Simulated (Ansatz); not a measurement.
Cost and result up the ladder for Pd4H3 (7 atoms). Total charge 0; doublet. Geometry: B3LYP-D4/def2-SVP.

```xyz
7

Pd    0.060   -1.322   -0.304
Pd    1.316    1.221    0.120
Pd   -0.777    1.048   -1.548
Pd   -1.073    0.568    1.228
H    -1.626    1.300   -0.164
H     0.685   -2.400    0.632
H     1.417   -0.415    0.036
```

Ansatz on 4 threads of Intel Xeon Platinum 8259CL on a shared host. Times are rough, and most runs start from the orbitals of an earlier one. PBE0-D4/def2-TZVP serves as the yardstick here, not as an exact answer. Differences are given only for rows in sets of like size (and for xTB, whose basis is part of the method), since another set adds its own error. Binding counts from free atoms at the same level (Pd singlet, H doublet; other spins of the atoms weren't run), without zero-point energy or a counterpoise term.

In the def2 sets Pd takes a core potential; there is no spin–orbit coupling. B3LYP takes the VWN-RPA correlation. No other spin state of charge 0 was run. Another isomer (doublet) lies 0.27 eV lower at PBE0-D4/def2-TZVP; other spin states weren't run for this one.

Run but left out: HF/STO-3G, MP2/def2-TZVP (⟨S²⟩ 1.76 to 5.12, where a pure state has 0.75).

```
                         level  functions  wall time  binding energy per atom (eV)  difference from PBE0-D4/def2-TZVP (eV)                        remarks
         LDA (SPW92)/def2-TZVP        178      5.5 s                          2.66                                    0.75                              –
               PBE-D4/def2-SVP        139      6.5 s                          2.21                                       –                              –
PBE-D4/def2-TZVP (with forces)        178      8.5 s                          2.22                                    0.32                              –
              PBE0-D4/def2-SVP        139       12 s                          1.90                                       –                              –
           r2SCAN-D4/def2-TZVP        178       16 s                          2.29                                    0.39                              –
            B3LYP-D4/def2-TZVP        178       16 s                          1.93                                    0.03                              –
             PBE0-D4/def2-TZVP        178       23 s                          1.91                                    0.00                              –
            BHLYP-D4/def2-TZVP        178       38 s                          1.62                                   -0.29  spin-contaminated (⟨S²⟩ 0.91)
```
